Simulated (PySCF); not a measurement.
## Polarisability and C₆ of Pt²⁺ (platinum, charge +2)

[Xe] 4f14 5d8, high-spin 3F determinant. Computed with PySCF 2.14 in ANO-RCC-VTZP, with scalar relativity by spin-free X2C-1e. Coupled (time-dependent) response in atomic units; α is the mean over directions. The basis has no added diffuse functions, which lowers α and C₆.

| method | mean α (bohr³) | C₆ (like pair) | S(−4) |
| --- | --- | --- | --- |
| UHF | 8.199 | 53.02 | 14.99 |
| PBE | 9.227 | 60.33 | 22.16 |

S(−4) is the Cauchy moment in α(ω) = α(0) + S(−4) ω² + …

Spin-orbit coupling is absent.

α(iu) at UHF:

```csv
u (hartree),α(iu) (bohr³)
0,8.199
0.0500,8.162
0.100,8.055
0.200,7.673
0.300,7.169
0.500,6.133
0.750,5.061
1.00,4.224
1.50,3.011
2.00,2.210
3.00,1.304
5.00,0.5978
```

A single London oscillator, α(iu) = α/(1 + u²/ω²), gives C₆ = (3/4) ω α². Matching the computed C₆ needs ω = 4 × 53.02 / (3 × 8.199²) = 1.05 hartree.

For an ion, C₆ is the dispersion term alone; charge-induced terms of lower order in 1/R come first.

Spin-orbit coupling, absent here, splits the open shell strongly.
